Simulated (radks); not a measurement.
Q: The lithium ion Li2+, 1s1. All-electron calculation, non-relativistic Kohn-Sham, r2SCAN, spin-polarised, spherical densities, point nucleus; meta-GGA in the generalised Kohn-Sham scheme. Program: a radial shooting solver on a logarithmic mesh with Libxc functionals. Every spin shell is full or empty, so the densities are truly spherical. Functionals are evaluated on that one density, not self-consistently. Rank these orbital-free kinetic functionals by their error against the exact value of the orbitals, and give that value: Thomas-Fermi, von Weizsacker, TF + vW, TF + vW/9, TF + vW/5, APBEK, revAPBEK, Pearson, LKT, PG1, DePristo-Kress, Ernzerhof.

A: Exact: 4.50016 hartree. From best to worst, with 100 (|E| - |E exact|)/|E exact| (equal figures are ties): von Weizsacker 0.00, APBEK +2.11, Pearson -2.31, TF + vW/9 +2.77, DePristo-Kress +2.94, revAPBEK +3.00, Ernzerhof +6.69, Thomas-Fermi -8.34, TF + vW/5 +11.66, PG1 +55.30, LKT +62.62, TF + vW +91.66.
